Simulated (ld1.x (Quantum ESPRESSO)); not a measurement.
## Transferability test, TM potential for phosphorus (P)

phosphorus, norm-conserving Troullier–Martins (Kleinman–Bylander form), made with ld1.x (Quantum ESPRESSO) 7.5 (PBE, scalar-relativistic). Core [Ne], reference 3s2 3p3. Waves: 3s (bound): rc 1.75 bohr; 3p (bound): rc 2.05 bohr; 3d channel at 0.05 Ry: rc 1.55 bohr. Local part: the d channel. Core correction: none.

Energies are relative to the spin-unpolarised reference configuration 3s2 3p3; without spin polarisation the order of configurations can differ from experiment.

Task: Give the all-electron excitation energy and the error of the potential for: 3s2 3p2; 3s2 3p1; 3s2 3p0; 3s2 3p3.3; 3s2 3p2.5; 3s0 3p5; 3s1 3p3.

Result:

| valence configuration | charge | ΔE all-electron (eV) | error AE − PS (meV) |
| --- | --- | --- | --- |
| 3s2 3p2 | +1 | 9.730 | +5.2 |
| 3s2 3p1 | +2 | 28.877 | +42 |
| 3s2 3p0 | +3 | 58.616 | +159 |
| 3s2 3p3.3 | -0.3 | -1.307 | +0.3 |
| 3s2 3p2.5 | +0.5 | 3.775 | +0.7 |
| 3s0 3p5 | 0 | 17.200 | +4.4 |
| 3s1 3p3 | +1 | 18.850 | +7.8 |
